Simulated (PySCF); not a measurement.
Sn(H)2(Et)(vinyl) (C4H10Sn), SMILES [SnH2]([CH2]C)[CH]=C.

The structure is a stationary point at B3LYP-D3(BJ)/def2-SVP. The def2 effective core potentials stand for the cores of Sn; spin–orbit coupling is left out. Other conformers were not sampled.

Two levels are set side by side: PBE/def2-TZVP (PySCF) and ωB97X/def2-TZVP (PySCF). Same geometry, gas phase. Differences are taken from unrounded values.

```
quantity                       PBE
---------------------------  -----
orbital gap (eV)              5.03
highest occupied level (eV)  -6.30
lowest empty level (eV)      -1.27
dipole moment (D)             0.90
mean polarisability (bohr³)   94.7
```

Question: These are the PBE values. What does ωB97X give? (The exact figures need the calculation; the answer reports its results.)

Answer: 
```tsv
quantity	ωB97X	PBE minus ωB97X
orbital gap (eV)	11.49	-6.45
highest occupied level (eV)	-9.68	3.38
lowest empty level (eV)	1.81	-3.08
dipole moment (D)	0.83	0.06
mean polarisability (bohr³)	90.3	4.4
```

Without exact exchange PBE keeps part of each electron's self-repulsion, which lifts occupied levels and narrows the gap. Loosely held outer electrons make PBE densities more polarisable. Differences between two approximate levels are no errors against the true value.

Rough cost on one machine, each run with all the roots and properties that it gave: ωB97X against PBE within a factor of 2.
